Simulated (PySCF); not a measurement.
Computed shifts of a molecule C₆H₆O, PBE/pcSseg-1 (PySCF), GIAO, gas phase, equivalent atoms averaged, in ppm (number of nuclei): ¹³C: 206.0 (1), 89.4 (1), 72.2 (1), 31.1 (2), 30.5 (1). ¹H: 10.56 (1), 2.14 (1), 1.78 (2), 1.59 (2). References: ¹³C against TMS (σ = 182.0 ppm); ¹⁷O against H2O (σ = 334.3 ppm); ¹H against TMS (σ = 31.49 ppm), references at their B3LYP-D3(BJ)/def2-TZVP geometries, non-relativistic. Geometry optimised at ωB97X-D3(BJ)/def2-SVP. The values are those of a single conformer.

### Question
Pick the molecule that these values belong to.
A) C#C[C@H]1C=CCO1
B) C#CC1(C=O)CC1
C) C#C[C@@]1(C)C=CO1
D) C#C[C@H]1C[C@H]1C=O

### Answer
B, C#CC1(C=O)CC1
